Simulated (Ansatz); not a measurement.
Reaction (redistribution): `[OH][Ga]([Cl])[O][SiH3]` + `CO[SiH2]SC` → `CO[SiH2]S[SiH3]` + `C[O][Ga]([OH])[Cl]`

Gas-phase electronic energies from Ansatz, PBE0-D4/def2-TZVP geometries. CBS: MP2 limit from def2 TZ/QZ plus the TZ coupled-cluster correction, frozen cores. For Ga outer-core shells are correlated without core-valence functions, which leaves a few kJ/mol of doubt a bond. Scalar relativity is left out up to krypton. Each species was taken in one conformer, which may not be the lowest.

`[OH][Ga]([Cl])[O][SiH3]`:

Cartesian coordinates in Å:
```
O -2.762 0.057 1.087
Ga -1.017 0.294 0.988
Cl 0.015 1.215 2.587
O -0.145 -0.240 -0.451
Si 1.402 -0.236 -0.995
H -3.120 -0.370 0.304
H 1.892 1.156 -1.185
H 2.304 -0.930 -0.037
H 1.429 -0.947 -2.298
```

`CO[SiH2]SC`:

Z-matrix (Å, degrees):
```
C
O 1 1.411
H 1 1.091 2 108.1
H 1 1.095 2 111.3 3 119.6
H 1 1.096 2 111.3 3 -119.2
Si 2 1.640 1 123.0 3 -177.4
S 6 2.121 2 113.3 1 60.5
H 6 1.487 2 111.6 1 -56.7
H 6 1.481 2 104.2 1 -178.7
C 7 1.818 6 99.4 2 64.5
H 10 1.089 7 111.1 6 -61.5
H 10 1.089 7 106.9 6 179.6
H 10 1.090 7 110.8 6 60.9
```

`CO[SiH2]S[SiH3]`:

Cartesian coordinates in Å:
```
C 1.830 0.444 -0.908
O 1.122 -0.662 -1.423
Si -0.243 -1.261 -0.756
S -1.813 0.188 -0.653
Si -1.607 0.689 1.414
H 1.219 1.351 -0.934
H 2.153 0.266 0.125
H 2.714 0.597 -1.528
H 0.013 -1.727 0.635
H -0.674 -2.359 -1.644
H -2.500 1.849 1.651
H -0.206 1.065 1.734
H -2.009 -0.442 2.286
```

`C[O][Ga]([OH])[Cl]`:

```xyz
9

C    -0.131   -0.079    1.587
O     0.366    0.489    0.395
Ga   -0.027   -0.103   -1.221
O     0.660    0.698   -2.638
Cl   -1.315   -1.768   -1.485
H    -0.784   -0.943    1.412
H    -0.702    0.673    2.140
H     0.706   -0.405    2.212
H     1.226    1.438   -2.402
```

```csv
level,ΔE (kJ/mol)
CCSD(T)/def2-TZVPP,85.6
HF/CBS(def2),100.1
```

Task: What does CCSD(T)/CBS give? (An estimate is asked.)

Result: The calculation gave: +85.5 kJ/mol. The listed levels differ from it by 0.1, 14.6 kJ/mol.

Largest T1 diagnostic among the species: 0.013.

From PBE to PBE0 (25 % exact exchange), in def2-TZVPP and without D4, ΔE moves by +5.2 kJ/mol. In def2-TZVPP, CCSD(T) changes the Hartree–Fock value by −12.9 kJ/mol (the triples alone add −2.5 kJ/mol) and MP2 by −9.5 kJ/mol.
